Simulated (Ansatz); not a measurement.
A nudged elastic band was laid between two geometries of CHClFNSi (6 atoms, charge 0, multiplicity 1).

The calculation used UKS PBE/def2-SVP in Ansatz.

```
movable images  : 9
climbing image  : yes
spring          : 5.0 eV/Å²
optimiser       : quadratic models (default)
start path      : through a guess of the saddle point
force threshold : 0.03 eV/Å
iteration limit : 60
end points      : relaxed
```

Image 0:

```xyz
6
Properties=species:S:1:pos:R:3
N -1.999 0.305 1.427
C -1.057 0.191 0.738
Si 0.409 -0.001 -0.381
F 1.523 1.077 0.102
Cl 1.135 -1.902 -0.141
H 0.031 0.267 -1.792
```

Image 10:

```xyz
6
Properties=species:S:1:pos:R:3
N -0.566 0.222 -0.040
C -1.677 0.408 -0.342
Si 1.561 -0.060 -0.392
F 1.946 0.825 0.955
Cl 1.484 -2.042 0.426
H -2.706 0.584 -0.653
```

Which bonds break or form, and what moves?

Bonds broken: C2–Si3, Si3–H6. Bonds formed: C2–H6.

What energy profile does the band end with?

The run converged. The highest image is number 2 of 0 to 10, 3.24 eV above the first end and 1.96 eV above the last; the last end lies 1.27 eV above the first. Neighbouring images differ by up to 2.6 eV, so the band resolves the path poorly. A vibrational analysis at the climbing image gives one clearly imaginary mode, 922i cm⁻¹: a first-order saddle point. The orbitals stay closed-shell, which can raise the energy where a bond breaks towards radicals; this wasn't checked here.

```tsv
image	path coordinate (Å)	energy (eV)	C2–Si3 (Å)	Si3–H6 (Å)	C2–H6 (Å)
0	0.00	0.00	1.85	1.49	2.75
1	0.82	0.62	1.87	1.46	2.18
2	1.64	3.24	2.27	1.60	1.39
3	2.24	2.05	2.80	2.05	1.11
4	2.84	1.69	3.35	2.71	1.09
5	3.45	1.62	3.40	3.10	1.09
6	4.05	1.57	3.33	3.44	1.09
7	4.65	1.54	3.40	3.83	1.09
8	5.24	1.47	3.44	4.16	1.09
9	5.84	1.33	3.33	4.27	1.09
10	6.43	1.27	3.27	4.32	1.09
```

What is the geometry of the highest image?


```xyz
6
Properties=species:S:1:pos:R:3
N -2.118 0.381 0.947
C -1.042 0.212 0.483
Si 0.854 -0.060 -0.726
F 1.764 0.999 0.121
Cl 1.269 -1.962 -0.020
H -0.685 0.366 -0.852
```

Time of the run: 7.5 min on 2 threads of AMD EPYC 7R13 Processor (Zen 3), on a shared host, peak memory 0.21 GiB.
